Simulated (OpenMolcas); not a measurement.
An OpenMolcas run meant for Ho4+ (ANO-RCC-VTZP, DKH2; inactive shells 1s 2s 2p 3s 3p 3d 4s 4p 4d 5s 5p; intended active space 9 electrons in 7 orbitals (4f)). One step of its input:

```
&CASPT2
Multistate=18 1 2 3 4 5 6 7 8 9 10 11 12 13 14 15 16 17 18
Frozen=14 9
IPEA=0.25
Shift=2.0
MaxIter=60
WThr=0.0 0.3 0.05
PrWF=0.5
NoMix
```

The run finished. Its levels beside those of a sound run (SS-CASPT2, IPEA 0.25 Eh, imaginary shift 0.1 Eh (closed shells correlated: 5s 5p)), in eV above each run's lowest level:

```tsv
Level	This run	Usual run
4f9 6H* 15/2	0.0000	0.0000
4f9 6H* 13/2	0.5399	0.5400
4f9 6H* 11/2	0.9326	0.9326
4f9 6H* 9/2	1.2123	1.2115
4f9 6F* 11/2	1.3212	1.2990
4f9 6F* 9/2	1.4413	1.4201
4f9 6H* 7/2	1.4228	1.4219
4f9 6H* 5/2	1.5778	1.5770
4f9 6F* 7/2	1.7287	1.7072
4f9 6F* 5/2	2.0004	1.9784
4f9 6F* 3/2	2.2118	2.1897
4f9 6F* 1/2	2.3442	2.3219
4f9 4F* 9/2 [71 %]	3.2228	3.2067
```

Task: Which setting is unsound, and how much does it matter here?

Result: The level shift is far above the usual 0.1 to 0.3 hartree and damps the second-order energy. Against the sound run the excited levels shown move by 100 cm-1 on average and by 180 cm-1 at most.

CASPT2 breaks the degeneracy within a term, and the mean is taken; among the terms shown or strongly mixed into the levels shown the widest spread is 84 cm-1 (4f9 4G*, the sound run). High states are left out of the spin-orbit mixing, which shifts the levels that they would mix with. Levels of configurations outside the active space are missing.

A share in square brackets marks a mixed level and gives the weight of the term that names it, the lowest over the columns. * marks odd parity.
